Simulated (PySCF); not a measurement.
NICS in one family of compounds.

Definitions: NICS(0) = −σiso at the ring centroid; NICS(1) = −σiso and NICS(1)zz = −σzz at ±1 Å along the ring normal z. Level: GIAO PBE0/pcSseg-1 (PySCF, non-relativistic, gas phase) on the GFN2-xTB geometries, one conformer each. Atom numbers follow the mapped SMILES.

**Question.** Order these rings by mean NICS(1)zz, lowest (most negative) first (ppm).
A. ring C3–C4–C5–C6–C7–P8 in `[CH:1]#[C:2][c:3]1[cH:4][cH:5][cH:6][cH:7][p:8]1`
B. ring C4–C5–C6–C7–C8–P9 in `[CH3:1][N:2]([CH3:3])[c:4]1[cH:5][cH:6][cH:7][cH:8][p:9]1`
C. ring C5–C6–C7–C8–C9–P10 in `[CH3:1][C:2]([CH3:3])([CH3:4])[c:5]1[cH:6][cH:7][cH:8][cH:9][p:10]1`

**Answer.** C (-26.3), A (-25.1), B (-24.1).

```
          SMILES                                               ring  NICS(0)  NICS(1)  NICS(1)zz  HOMA  rms pucker (Å)  ring atoms with four or more neighbours
CC(C)(C)c1ccccp1  6-membered ring with P; formal bonds all aromatic     -7.5    -10.7      -26.3  0.92            0.00                                        0
     C#Cc1ccccp1  6-membered ring with P; formal bonds all aromatic     -7.2    -10.2      -25.1  0.91            0.00                                        0
   CN(C)c1ccccp1  6-membered ring with P; formal bonds all aromatic     -7.7     -9.9      -24.1  0.86            0.00                                        0
```

NICS(0) gives another order. The isotropic NICS(1) gives the same order. HOMA uses Krygowski's 1993 parameters. NICS(1) and NICS(1)zz are means over the two faces.
